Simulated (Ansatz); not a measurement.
Basis sets compared for the cluster Li₅Si (the lowest doublet isomer of a short search). The state is a doublet with charge 0. Geometry PBE-D4/def2-TZVP. Ansatz on 4 threads of Intel Xeon 6975P-C on a shared host; times are rough, and most runs start from earlier orbitals.

```xyz
6

Li    0.8167   -1.1546    1.2235
Li    0.5455    2.0689    1.1102
Li   -0.7937   -1.6710   -1.5237
Li   -2.1677    0.1003    1.0559
Li    1.8706    0.2734   -1.4747
Si   -0.2715    0.3830   -0.3912
```

The structure comes from a short search, and lower isomers may exist.

Binding counts from free atoms (Li doublet, Si triplet) in the same basis, without a counterpoise term.

| level | functions | energy (Eh) | HOMO (eV) | LUMO (eV) | binding per atom (eV) | wall time |
| --- | --- | --- | --- | --- | --- | --- |
| PBE-D4/def2-SVP | 63 | -326.7238 | -2.41 | -2.01 | 1.50 | 0.65 s |
| PBE-D4/def2-TZVP (with forces) | 107 | -326.8522 | -2.47 | -2.05 | 1.45 | 0.9 s |
| r2SCAN-D4/def2-TZVP | 107 | -327.0562 | -2.52 | -1.66 | 1.44 | 1.6 s |
| PBE0-D4/def2-SVP | 63 | -326.7668 | -2.73 | -1.52 | 1.44 | 0.9 s |
| PBE0-D4/def2-TZVP | 107 | -326.8932 | -2.79 | -1.55 | 1.40 | 2.4 s |

(1) Estimate the rows for PBE-D4/def2-TZVPD, r2SCAN-D4/def2-TZVPD, PBE0-D4/def2-TZVPD.

## Answers

(1) 
```json
{"level": "PBE-D4/def2-TZVPD", "functions": "128", "energy (Eh)": "-326.8540", "HOMO (eV)": "-2.48", "LUMO (eV)": "-2.07", "binding per atom (eV)": "1.46", "wall time": "1.1 s"}
{"level": "r2SCAN-D4/def2-TZVPD", "functions": "128", "energy (Eh)": "-327.0582", "HOMO (eV)": "-2.52", "LUMO (eV)": "-1.68", "binding per atom (eV)": "1.45", "wall time": "2.1 s"}
{"level": "PBE0-D4/def2-TZVPD", "functions": "128", "energy (Eh)": "-326.8951", "HOMO (eV)": "-2.80", "LUMO (eV)": "-1.58", "binding per atom (eV)": "1.41", "wall time": "1.4 s"}
```
